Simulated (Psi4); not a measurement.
C$_{2}$H$_{7}$Al, charge -1, doublet, geometry from GFN2-xTB (such geometries of metal compounds can be far from the true shape) (a state made from the parent by changing its charge; the spin is typed, not shown lowest) (a gas-phase anion, which may not be bound at this level); Psi4 1.11 with R2SCAN/6-311++G**.

Psi4 was given this input:
```
memory 2 GB

molecule mol {
-1 2
Al    0.729791   -0.114475   -0.084578
C    -0.720476   -1.528481    0.402992
H    -0.329936   -2.556121    0.338070
H    -1.604100   -1.510800   -0.252707
H    -1.113299   -1.430720    1.427738
C    -0.272820    1.711438   -0.119545
H     0.372405    2.527080   -0.481753
H    -0.633440    2.042261    0.867613
H    -1.156798    1.726549   -0.774829
H     0.937660   -0.407813   -1.725299
}

set {
  basis 6-311++g**
  reference uks
}

energy('r2scan')
print_variables()
```

What the program printed (banner, timings and long lists left out):

```
   => Loading Basis Set <=

    Name: 6-311++G**
    Role: ORBITAL
    Keyword: BASIS

         ---------------------------------------------------------
                                   SCF
               by Justin Turney, Rob Parrish, Andy Simmonett
                          and Daniel G. A. Smith
                              UKS Reference
         ---------------------------------------------------------

  ==> Geometry <==

    Molecular point group: c1
    Full point group: C1

    Geometry (in Angstrom), charge = -1, multiplicity = 2:

       Center              X                  Y                   Z               Mass
    ------------   -----------------  -----------------  -----------------  -----------------
         AL           0.657143017233    -0.105864245515    -0.093425017494    26.981538530000
         C           -0.793123982767    -1.519870245515     0.394144982506    12.000000000000
         H           -0.402583982767    -2.547510245515     0.329222982506     1.007825032230
         H           -1.676747982767    -1.502189245515    -0.261554017494     1.007825032230
         H           -1.185946982767    -1.422109245515     1.418890982506     1.007825032230
         C           -0.345467982767     1.720048754485    -0.128392017494    12.000000000000
         H            0.299757017233     2.535690754485    -0.490600017494     1.007825032230
         H           -0.706087982767     2.050871754485     0.858765982506     1.007825032230
         H           -1.229445982767     1.735159754485    -0.783676017494     1.007825032230
         H            0.865012017233    -0.399202245515    -1.734146017494     1.007825032230

  Running in c1 symmetry.

  Rotational constants: A =      0.49512  B =      0.17427  C =      0.14058 [cm^-1]
  Rotational constants: A =  14843.45988  B =   5224.38622  C =   4214.38818 [MHz]
  Nuclear repulsion =   93.111370308319124

  Charge       = -1
  Multiplicity = 2
  Electrons    = 33
  Nalpha       = 17
  Nbeta        = 16

  ==> Algorithm <==

  SCF Algorithm Type is DF.
  DIIS enabled.
  MOM disabled.
  Fractional occupation disabled.
  Guess Type is SAD.
  Energy threshold   = 1.00e-06
  Density threshold  = 1.00e-06
  Integral threshold = 1.00e-12

  ==> Primary Basis <==

  Basis Set: 6-311++G**
    Blend: 6-311++G**
    Number of shells: 69
    Number of basis functions: 123
    Number of Cartesian functions: 126
    Spherical Harmonics?: true
    Max angular momentum: 2

  ==> DFT Potential <==

   => LibXC <=

    Version 7.1.2
    S. Lehtola, C. Steigemann, M. J. T. Oliveira, and M. A. L. Marques,  SoftwareX 7, 1–5 (2018) (10.1016/j.softx.2017.11.002)

   => Composite Functional: R2SCAN <=

    r2SCAN Meta-GGA XC Functional  (0.1021/acs.jpclett.0c02405)
    J. W. Furness, A. D. Kaplan, J. Ning, J. P. Perdew, J. Sun  J. Phys. Chem. Lett.  11, 8208–8215, 2020

    Deriv               =              1
    GGA                 =           TRUE
    Meta                =           TRUE

    Exchange Hybrid     =          FALSE
    MP2 Hybrid          =          FALSE

   => Exchange Functionals <=

    1.0000   XC_MGGA_X_R2SCAN

   => Correlation Functionals <=

    1.0000   XC_MGGA_C_R2SCAN

   => LibXC Density Thresholds  <==

    XC_MGGA_C_R2SCAN:  1.00E-15
    XC_MGGA_X_R2SCAN:  1.00E-11

   => Molecular Quadrature <=

    Radial Scheme          =       TREUTLER
    Pruning Scheme         =           NONE
    Nuclear Scheme         =       TREUTLER

    Blocking Scheme        =         OCTREE
    BS radius alpha        =              1
    Pruning alpha          =              1
    Radial Points          =             75
    Spherical Points       =            302
    Total Points           =         217693
    Total Blocks           =           1674
    Max Points             =            256
    Max Functions          =            123
    Weights Tolerance      =       1.00E-15

   => Loading Basis Set <=

    Name: (6-311++G** AUX)
    Role: JKFIT
[...]

  ==> Pre-Iterations <==

  SCF Guess: Superposition of Atomic Densities via on-the-fly atomic UHF (no occupation information).

   -------------------------
    Irrep   Nso     Nmo
   -------------------------
     A        123     123
   -------------------------
    Total     123     123
   -------------------------

  ==> Iterations <==

                           Total Energy        Delta E     RMS |[F,P]|

   @DF-UKS iter SAD:  -321.77799032958688   -3.21778e+02   0.00000e+00
   @DF-UKS iter   1:  -321.92535770036551   -1.47367e-01   1.03809e-02 ADIIS/DIIS
   @DF-UKS iter   2:  -318.74015434491292    3.18520e+00   1.58962e-02 ADIIS/DIIS
   @DF-UKS iter   3:  -322.71874333136594   -3.97859e+00   2.26145e-03 ADIIS/DIIS
   @DF-UKS iter   4:  -322.78231073652097   -6.35674e-02   1.06816e-03 ADIIS/DIIS
   @DF-UKS iter   5:  -322.79315154864361   -1.08408e-02   2.25145e-04 ADIIS/DIIS
   @DF-UKS iter   6:  -322.79363025826189   -4.78710e-04   4.74506e-05 DIIS
   @DF-UKS iter   7:  -322.79366007340388   -2.98151e-05   2.08812e-05 DIIS
   @DF-UKS iter   8:  -322.79366576290209   -5.68950e-06   5.75968e-06 DIIS
   @DF-UKS iter   9:  -322.79366637543939   -6.12537e-07   1.51958e-06 DIIS
   @DF-UKS iter  10:  -322.79366642613417   -5.06948e-08   4.01676e-07 DIIS
  Energy and wave function converged.

  ==> Post-Iterations <==

   Electrons on quadrature grid:
      Nalpha   =   17.0000135890 ; deviation = 1.359e-05
      Nbeta    =   16.0000082611 ; deviation = 8.261e-06
      Ntotal   =   33.0000218501 ; deviation = 2.185e-05

   @Spin Contamination Metric:   2.109393703E-03
   @S^2 Expected:                7.500000000E-01
   @S^2 Observed:                7.521093937E-01
   @S   Expected:                5.000000000E-01
   @S   Observed:                5.000000000E-01

    Orbital Energies [Eh]
    ---------------------

    Alpha Occupied:

[...]
    Alpha Virtual:

[...]
     123A    120.768849

    Beta Occupied:

[...]
      16A     -0.043953

    Beta Virtual:

[...]
    Final Occupation by Irrep:
              A
    DOCC [    16 ]
    SOCC [     1 ]
    NA   [    17 ]
    NB   [    16 ]

  @DF-UKS Final Energy:  -322.79366642613417

   => Energetics <=

    Nuclear Repulsion Energy =             93.1113703083191240
    One-Electron Energy =                -635.1236310360985726
    Two-Electron Energy =                 251.4012309828010530
    DFT Exchange-Correlation Energy =     -32.1826366811557847
    Empirical Dispersion Energy =           0.0000000000000000
    VV10 Nonlocal Energy =                  0.0000000000000000
    Total Energy =                       -322.7936664261341662

  UHF NO Occupations:
  HONO-2 :   15  A 1.9998320
  HONO-1 :   16  A 1.9993024
  HONO-0 :   17  A 1.0000000
  LUNO+0 :   18  A 0.0006976
  LUNO+1 :   19  A 0.0001680
  LUNO+2 :   20  A 0.0001611
  LUNO+3 :   21  A 0.0000104

Computation Completed

Properties will be evaluated at   0.000000,   0.000000,   0.000000 [a0]

Properties computed using the SCF density matrix

 Multipole Moments:

 ------------------------------------------------------------------------------------
     Multipole            Electronic (a.u.)      Nuclear  (a.u.)        Total (a.u.)
 ------------------------------------------------------------------------------------

 L = 1.  Multiply by 2.5417464519 to convert [e a0] to [Debye]
 Dipole X            :          3.5553711           -4.3931152           -0.8377441
 Dipole Y            :         -0.3441127            0.5207086            0.1765959
 Dipole Z            :          0.9122237           -0.5349882            0.3772355
 Magnitude           :                                                    0.9355789

 ------------------------------------------------------------------------------------

  Variable Map:
  ----------------------------------------------------------------------------
[...]
  Array Variable Map:
  ----------------------------------------------------------------------------
[...]
[...]
```
